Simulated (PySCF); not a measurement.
## Steps of a relaxation of Gd(OH)3

Gd(OH)3 (singlet in the valence; each metal's 4f electrons, 7 of them, lie in its core potential, out of spins and levels). PySCF 2.14.0, RKS PBE0, Gd lcecp-1-SVP with ECP53, O def2-SVP, H def2-SVP; non-relativistic Hamiltonian with scalar-relativistic core potentials where named; density fitting; no spin-orbit coupling. Origin of the start: template. Columns: position (Å) and force (eV/Å). Energies are counted from the last step; some of the 15 steps are shown. Forces carry noise of the integration grid, about 0.01 to 0.03 eV/Å.

Run from Python with OMP_NUM_THREADS=2. Where DIIS fails, smearing, a level shift and second-order steps follow.
It took 41 s on 2 threads of Arm Neoverse V2, on a shared host, from the converged density of the start.

```xyz
7
step 0  E = 0.427 eV
Gd    0.0000    0.0000   -0.0051    -0.01    0.00   -0.42
O     2.1758    0.0000   -0.0051    -1.41    0.00    0.47
H     3.0758    0.0000    0.3449    -0.41    0.00   -0.33
O    -1.0879    1.8843   -0.0051     0.71   -1.22    0.47
H    -1.5379    2.6637    0.3449     0.20   -0.35   -0.33
O    -1.0879   -1.8843   -0.0051     0.71    1.22    0.47
H    -1.5379   -2.6637    0.3449     0.20    0.35   -0.33
```

```xyz
7
step 5  E = 0.012 eV
Gd    0.0000    0.0000   -0.2433     0.01    0.00   -0.03
O     2.0422    0.0000    0.0665     0.15    0.00    0.07
H     2.9561    0.0000    0.3528    -0.08    0.00   -0.06
O    -1.0211    1.7686    0.0665    -0.08    0.12    0.07
H    -1.4781    2.5600    0.3528     0.04   -0.07   -0.06
O    -1.0211   -1.7686    0.0665    -0.08   -0.12    0.07
H    -1.4781   -2.5600    0.3528     0.04    0.07   -0.06
```

```xyz
7
step 9  E = 0.002 eV
Gd    0.0000    0.0000   -0.0666     0.00    0.00    0.02
O     2.0672    0.0000    0.1047    -0.19    0.00   -0.01
H     3.0092    0.0000    0.2556     0.11    0.00    0.00
O    -1.0336    1.7903    0.1047     0.10   -0.17   -0.01
H    -1.5046    2.6060    0.2556    -0.05    0.09    0.00
O    -1.0336   -1.7903    0.1047     0.10    0.17   -0.01
H    -1.5046   -2.6060    0.2556    -0.05   -0.09    0.00
```

Problem. Where does the relaxation end?

Solution. It converges at step 14 in C3v:
```xyz
7
step 14  E = 0
Gd    0.0000    0.0000    0.0520
O     2.0698    0.0000    0.1289
H     3.0235    0.0000    0.1919
O    -1.0349    1.7925    0.1289
H    -1.5118    2.6185    0.1919
O    -1.0349   -1.7925    0.1289
H    -1.5118   -2.6185    0.1919
```

Problem. How did the contacts change?

Solution. 
| contact | start (Å) | end (Å) |
| --- | --- | --- |
| Gd1–O2 (OH) | 2.176 | 2.071 |
| Gd1–O4 (OH) | 2.176 | 2.071 |
| Gd1–O6 (OH) | 2.176 | 2.071 |


An lcecp potential fixes the number of 4f electrons, so in runs with it no electron can move into or out of that shell.
